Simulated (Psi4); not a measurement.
C3H3 (SMILES [C]1=CC1), doublet, at a GFN2-xTB geometry; B97M-V/cc-pVDZ in Psi4.

Input for Psi4:
```
memory 2 GB

molecule mol {
0 2
  C     0.016669   -0.110918    0.826671
  C     0.004089   -0.699050   -0.533825
  C    -0.021629    0.582254   -0.592081
  H     0.937550   -0.073548    1.395990
  H    -0.884396   -0.108661    1.428017
  H    -0.047925    1.548496   -1.028600
}

set basis cc-pvdz
set reference uks

energy('b97m-v')
print_variables()
```

What the program printed (banner, timings and long lists left out):

```
   => Loading Basis Set <=

    Name: CC-PVDZ
    Role: ORBITAL
    Keyword: BASIS

         ---------------------------------------------------------
                                   SCF
               by Justin Turney, Rob Parrish, Andy Simmonett
                          and Daniel G. A. Smith
                              UKS Reference
         ---------------------------------------------------------

  ==> Geometry <==

    Molecular point group: c1
    Full point group: C1

    Geometry (in Angstrom), charge = 0, multiplicity = 2:

       Center              X                  Y                   Z               Mass
    ------------   -----------------  -----------------  -----------------  -----------------
         C            0.016801793989    -0.076180197771     0.872319519973    12.000000000000
         C            0.004221793989    -0.664312197771    -0.488176480027    12.000000000000
         C           -0.021496206011     0.616991802229    -0.546432480027    12.000000000000
         H            0.937682793989    -0.038810197771     1.441638519973     1.007825032230
         H           -0.884263206011    -0.073923197771     1.473665519973     1.007825032230
         H           -0.047792206011     1.583233802229    -0.982951480027     1.007825032230

  Running in c1 symmetry.

  Rotational constants: A =      1.26235  B =      0.72340  C =      0.50609 [cm^-1]
  Rotational constants: A =  37844.33550  B =  21687.01901  C =  15172.12335 [MHz]
  Nuclear repulsion =   57.508470337713888

  Charge       = 0
  Multiplicity = 2
  Electrons    = 21
  Nalpha       = 11
  Nbeta        = 10

  ==> Algorithm <==

  SCF Algorithm Type is DF.
  DIIS enabled.
  MOM disabled.
  Fractional occupation disabled.
  Guess Type is SAD.
  Energy threshold   = 1.00e-06
  Density threshold  = 1.00e-06
  Integral threshold = 1.00e-12

  ==> Primary Basis <==

  Basis Set: CC-PVDZ
    Blend: CC-PVDZ
    Number of shells: 27
    Number of basis functions: 57
    Number of Cartesian functions: 60
    Spherical Harmonics?: true
    Max angular momentum: 2

  ==> DFT Potential <==

   => LibXC <=

    Version 7.1.2
    S. Lehtola, C. Steigemann, M. J. T. Oliveira, and M. A. L. Marques,  SoftwareX 7, 1–5 (2018) (10.1016/j.softx.2017.11.002)

   => Composite Functional: B97M-V <=

    B97M-V GGA Exchange-Correlation Functional

    N. Mardirossian and M. Head-Gordon,  J. Chem. Phys. 142, 074111 (2015) (10.1063/1.4907719)

    Deriv               =              1
[...]
      Ntotal   =   21.0000037993 ; deviation = 3.799e-06

   @Spin Contamination Metric:   9.757444512E-03
   @S^2 Expected:                7.500000000E-01
   @S^2 Observed:                7.597574445E-01
   @S   Expected:                5.000000000E-01
   @S   Observed:                5.000000000E-01

    Orbital Energies [Eh]
    ---------------------

    Alpha Occupied:

[...]
    Alpha Virtual:

[...]
      57A      2.983094

    Beta Occupied:

[...]
      10A     -0.235634

    Beta Virtual:

[...]
    Final Occupation by Irrep:
              A
    DOCC [    10 ]
    SOCC [     1 ]
    NA   [    11 ]
    NB   [    10 ]

  @DF-UKS Final Energy:  -115.94965151645673

   => Energetics <=

    Nuclear Repulsion Energy =             57.5084703377138879
    One-Electron Energy =                -268.1323869297632427
    Two-Electron Energy =                 111.9944699279120925
    DFT Exchange-Correlation Energy =     -17.4043999677876577
    Empirical Dispersion Energy =           0.0000000000000000
    VV10 Nonlocal Energy =                  0.0841951154681821
    Total Energy =                       -115.9496515164567256

  UHF NO Occupations:
  HONO-2 :    9  A 1.9986258
  HONO-1 :   10  A 1.9969359
  HONO-0 :   11  A 1.0000000
  LUNO+0 :   12  A 0.0030641
  LUNO+1 :   13  A 0.0013742
  LUNO+2 :   14  A 0.0001810
  LUNO+3 :   15  A 0.0001543

Computation Completed

Properties will be evaluated at   0.000000,   0.000000,   0.000000 [a0]

Properties computed using the SCF density matrix

 Multipole Moments:

 ------------------------------------------------------------------------------------
     Multipole            Electronic (a.u.)      Nuclear  (a.u.)        Total (a.u.)
 ------------------------------------------------------------------------------------

 L = 1.  Multiply by 2.5417464519 to convert [e a0] to [Debye]
 Dipole X            :         -0.0124090            0.0052755           -0.0071335
 Dipole Y            :         -0.8157310            1.3785492            0.5628183
 Dipole Z            :         -1.6002276            1.8115215            0.2112940
 Magnitude           :                                                    0.6012158

 ------------------------------------------------------------------------------------

  Variable Map:
  ----------------------------------------------------------------------------
[...]
  Array Variable Map:
  ----------------------------------------------------------------------------
[...]
[...]
```
